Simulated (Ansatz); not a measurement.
Reaction (ligand exchange at the Si–C bond): `O[SiH2]C#C[SiH2]O` + H₂Te → `O[SiH2][TeH]` + `C#C[SiH2]O`

Gas-phase electronic energies from Ansatz, PBE0-D4/def2-TZVP geometries. CCSD(T)/CBS adds triple-zeta CCSD(T) − MP2 to the extrapolated MP2 energy (def2 sets, frozen cores). DFT in def2-TZVPP. HSE06 is defined as in plane-wave codes. Elements past krypton have def2 core potentials. For Te outer-core shells are correlated without core-valence functions, which leaves a few kJ/mol of doubt a bond. Each species was taken in one conformer, which may not be the lowest.

`O[SiH2]C#C[SiH2]O`:

```xyz
12

O     0.840   -2.607    1.807
Si   -0.325   -2.339    0.682
C    -0.296   -0.604    0.098
C    -0.285    0.555   -0.268
Si   -0.259    2.290   -0.854
O     1.270    2.783   -1.188
H     0.872   -2.026    2.568
H    -1.687   -2.589    1.216
H    -0.025   -3.248   -0.443
H    -1.142    2.354   -2.045
H    -0.753    3.184    0.215
H     1.793    2.248   -1.787
```

H₂Te:

```xyz
3

Te   -0.038    0.540   -0.558
H    -0.380   -1.078   -0.475
H     0.418    0.538    1.033
```

`O[SiH2][TeH]`:

Cartesian coordinates in Å:
```
O -0.658 -1.418 0.614
Si -0.505 -0.100 -0.355
Te 0.595 1.841 0.769
H 0.099 -1.664 1.148
H 0.299 -0.390 -1.569
H -1.886 0.294 -0.706
H 2.056 1.438 0.099
```

`C#C[SiH2]O`:

```xyz
8

C    -1.454    1.296    0.935
C    -0.718    0.446    0.496
Si    0.390   -0.835   -0.191
O     1.769   -0.173   -0.787
H    -2.104    2.045    1.327
H    -0.377   -1.557   -1.237
H     0.810   -1.760    0.881
H     1.685    0.538   -1.424
```

CCSD(T)/CBS gives -0.24 eV.

Problem. Another level gave -0.16 eV. Which?
A. RPA@PBE/def2-TZVPP
B. ωB97X-V/def2-TZVPP
C. CAM-B3LYP-D4/def2-TZVPP
D. HSE06/def2-TZVPP

Solution. C. CAM-B3LYP-D4 -0.16, HSE06 -0.26, ωB97X-V -0.21, RPA@PBE/def2-TZVPP -0.11 eV.

Largest T1 diagnostic among the species: 0.012.

Leaving LDA and LC-ωPBE aside and taking each functional with its dispersion term where it has one, the values, not all of them listed here, spread over 0.15 eV, from PBE-D4 to B97M-V. At CCSD(T), def2-SVP lies +0.12 eV from the extrapolated value and def2-TZVPP +0.08 eV.
